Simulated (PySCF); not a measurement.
AlI2, charge +1, singlet, geometry from GFN2-xTB (such geometries of metal compounds can be far from the true shape) (all electrons, no relativity); B3LYP/STO-3G run with PySCF.

Here is a job for PySCF.
```python
from pyscf import gto, scf, dft

mol = gto.Mole()
mol.atom = '''
    Al    0.00000000    0.00000000    0.00000000
    I    -0.00000000   -0.00000000   -2.47377043
    I     0.00000000    0.00000000    2.47377043
'''
mol.basis = 'sto-3g'
mol.charge = 1
mol.verbose = 4
mol.build()

mf = dft.RKS(mol)
mf.xc = 'b3lyp'
mf.grids.atom_grid = (99, 590)
mf.grids.prune = None
mf.kernel()
```

What the program printed (banner, timings and long lists left out):

```
PySCF version 2.14.0

[INPUT] verbose = 4
[INPUT] num. atoms = 3
[INPUT] num. electrons = 118
[INPUT] charge = 1
[INPUT] spin (= nelec alpha-beta = 2S) = 0
[INPUT] symmetry False subgroup None
[INPUT] Mole.unit = angstrom
[INPUT] Symbol           X                Y                Z      unit          X                Y                Z       unit  Magmom
[INPUT]  1 Al     0.000000000000   0.000000000000   0.000000000000 AA    0.000000000000   0.000000000000   0.000000000000 Bohr   0.0
[INPUT]  2 I      0.000000000000   0.000000000000  -2.473770430000 AA    0.000000000000   0.000000000000  -4.674748607748 Bohr   0.0
[INPUT]  3 I      0.000000000000   0.000000000000   2.473770430000 AA    0.000000000000   0.000000000000   4.674748607748 Bohr   0.0

nuclear repulsion = 595.219172938736
number of shells = 27
number of NR pGTOs = 189
number of NR cGTOs = 63
basis = sto-3g
ecp = {}

******** <class 'pyscf.dft.rks.RKS'> ********
method = RKS
initial guess = minao
damping factor = 0
level_shift factor = 0
DIIS = <class 'pyscf.scf.diis.CDIIS'>
diis_start_cycle = 1
diis_space = 8
diis_damp = 0
SCF conv_tol = 1e-09
SCF conv_tol_grad = None
SCF max_cycles = 50
direct_scf = True
direct_scf_tol = 1e-13
XC library pyscf.dft.libxc version 7.1.2
    S. Lehtola, C. Steigemann, M. J. T. Oliveira, and M. A. L. Marques,  SoftwareX 7, 1–5 (2018)
XC functionals = b3lyp
    P. J. Stephens, F. J. Devlin, C. F. Chabalowski, and M. J. Frisch,  J. Phys. Chem. 98, 11623 (1994)
radial grids:
    Treutler-Ahlrichs [JCP 102, 346 (1995); DOI:10.1063/1.469408] (M4) radial grids

becke partition: Becke, JCP 88, 2547 (1988); DOI:10.1063/1.454033
pruning grids: None
grids dens level: 3
symmetrized grids: False
atomic radii adjust function: <function treutler_atomic_radii_adjust>
User specified grid scheme (99, 590)
small_rho_cutoff = 0
Set gradient conv threshold to 3.16228e-05
Initial guess from minao.
tot grids = 175232
init E= -13901.9767856292
  HOMO = -0.702994197210274  LUMO = -0.438914424563941  gap/eV = 7.18598
cycle= 1 E= -13944.8054768199  delta_E= -42.8  |g|= 0.646  |ddm|= 2.39
  HOMO = -0.350598417366915  LUMO = -0.292278022787042  gap/eV = 1.58698
cycle= 2 E= -13943.2518359936  delta_E= 1.55  |g|=  1.9  |ddm|= 4.99
  HOMO = -0.387592814199337  LUMO = -0.242611279526618  gap/eV = 3.94515
cycle= 3 E= -13945.0846204522  delta_E= -1.83  |g|= 0.0493  |ddm|= 3.59
  HOMO = -0.392920225953503  LUMO = -0.240602815811957  gap/eV = 4.14477
cycle= 4 E= -13945.0854028744  delta_E= -0.000782  |g|= 0.0136  |ddm|= 0.0738
  HOMO = -0.394189328040742  LUMO = -0.240194739600682  gap/eV = 4.19041
cycle= 5 E= -13945.08551613  delta_E= -0.000113  |g|= 0.00193  |ddm|= 0.0307
  HOMO = -0.394237064756974  LUMO = -0.240078112572145  gap/eV = 4.19488
cycle= 6 E= -13945.0855182742  delta_E= -2.14e-06  |g|= 4.53e-05  |ddm|= 0.00488
  HOMO = -0.394226392715792  LUMO = -0.240068558420248  gap/eV = 4.19485
cycle= 7 E= -13945.0855182752  delta_E= -1.07e-09  |g|= 1.57e-05  |ddm|= 0.000159
  HOMO = -0.394226149026396  LUMO = -0.240069223911592  gap/eV = 4.19482
cycle= 8 E= -13945.0855182754  delta_E= -1.33e-10  |g|= 1.71e-06  |ddm|= 3.42e-05
  HOMO = -0.394225964346993  LUMO = -0.24006953829689  gap/eV = 4.19481
Extra cycle  E= -13945.0855182754  delta_E= -3.64e-12  |g|= 2.58e-06  |ddm|= 1.02e-05
converged SCF energy = -13945.0855182754
```
